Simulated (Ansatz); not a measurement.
Reaction: SnH2Cl2 (SMILES [Cl][SnH2][Cl]) → SnH2Cl (SMILES [Cl][SnH2], doublet) + Cl (doublet) (the Cl-Sn bond breaks)
Each species at its own B3LYP-D3(BJ)/def2-TZVP minimum (Ansatz, a quantum-chemistry and plane-wave program).

Wanted: bond dissociation energy (electronic), in kcal/mol. UHF or UKS for unpaired electrons; spin-orbit terms are left out. Correlated methods leave the cores frozen (noble-gas shells, and filled d and f shells in the p block). Past Kr the def2 sets carry scalar-relativistic core potentials. CBS(X,Y): correlation extrapolated as X^-3, Hartree-Fock from the larger set. A bracket is a step between two methods taken in the basis named. Spin-orbit terms, left out, reach several kcal/mol for Br and I, and more for heavier atoms.

CCSD(T)/CBS(def2-TZVPP,def2-QZVPP) + [CCSDT(Q) - CCSD(T)]/def2-SVP (Ansatz) gives 95.3 kcal/mol.

Question: How far off this value is PBE/def2-TZVPD (Ansatz), in which direction, and how far these levels: r2SCAN/def2-TZVPD, PBE0/def2-TZVPD, B2PLYP/def2-TZVPD, CCSD(T)/CBS(def2-TZVPP,def2-QZVPP)?

Answer: PBE gives 90.6 kcal/mol, 4.7 kcal/mol below it. Differences of the others: r2SCAN/def2-TZVPD (Ansatz) -4.4; PBE0/def2-TZVPD (Ansatz) -4.8; B2PLYP/def2-TZVPD (Ansatz) -5.8; CCSD(T)/CBS(def2-TZVPP,def2-QZVPP) (Ansatz) 0.0 kcal/mol.
